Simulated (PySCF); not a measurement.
C2H9BN2.
SMILES with atom numbers: `[CH3:1]/[N:2]=[CH:3]\[BH2-:4][NH3+:5]` (hydrogens: H6, H7, H8 on C1; H9 on C3; H10, H11 on B4; H12, H13, H14 on N5)

Cartesian coordinates in Å at the GFN2-xTB level; atoms count from 1:
```xyz
14
C2H9BN2 angstrom
C      2.3333   -0.0350   -0.1976
N      1.3276   -0.4873   -1.1218
C      0.1048   -0.3720   -0.8061
B     -0.5704    0.2221    0.5128
N     -2.1989    0.0660    0.2757
H      3.2962   -0.4294   -0.5248
H      2.1315   -0.3547    0.8293
H      2.3825    1.0570   -0.1987
H     -0.5551   -0.7450   -1.6018
H     -0.3669    1.3895    0.6469
H     -0.3204   -0.4081    1.4944
H     -2.4147   -0.9187    0.1615
H     -2.4530    0.5718   -0.5663
H     -2.6972    0.4431    1.0742
```

The closed-shell SCF was solved with PySCF and density fitting under several settings on one GFN2-xTB geometry (grid level 2 and gas phase unless stated).

| settings | basis functions | SCF cycles | E (Eh) | HOMO (eV) | LUMO (eV) | dipole (D) |
| --- | --- | --- | --- | --- | --- | --- |
| PBE0/cc-pVDZ, level shift 0.1 Eh | 115 | 10 | -215.7065 | -5.43 | 0.48 | 6.41 |
| HF/pcSseg-1 | 130 | 11 | -214.4932 | -9.21 | 2.98 | 6.72 |

Estimate the row for these settings: mPW1PW91/IGLO-II.

| settings | basis functions | SCF cycles | E (Eh) | HOMO (eV) | LUMO (eV) | dipole (D) |
| --- | --- | --- | --- | --- | --- | --- |
| mPW1PW91/IGLO-II | 164 | 14 | -215.9699 | -5.69 | 0.08 | 6.42 |

Over all rows, what range does the HOMO–LUMO gap span?

From 5.77 eV (mPW1PW91/IGLO-II) to 12.19 eV (HF/pcSseg-1). The functional of the narrowest has 25 % exact exchange, that of the widest 100 % exact exchange.

And the dipole moment?

From 6.41 D (PBE0/cc-pVDZ, level shift 0.1 Eh) to 6.72 D (HF/pcSseg-1); the largest is 1.05 times the smallest, and the median is 6.42 D.

Whole jobs, the steps after the SCF included, on an Arm Neoverse V1 with one thread, on a shared host:

```tsv
settings	work after the SCF	wall time	peak memory
PBE0/cc-pVDZ, level shift 0.1 Eh	spin–spin couplings from 14 perturbed nuclei, spin–dipole term for 3 of them	15 s	0.58 GiB
HF/pcSseg-1	shieldings	3.9 s	0.63 GiB
mPW1PW91/IGLO-II	shieldings	12 s	0.73 GiB
```

Cycle counts include a coarse-grid stage where the run had one.

One conformer stands for the species.
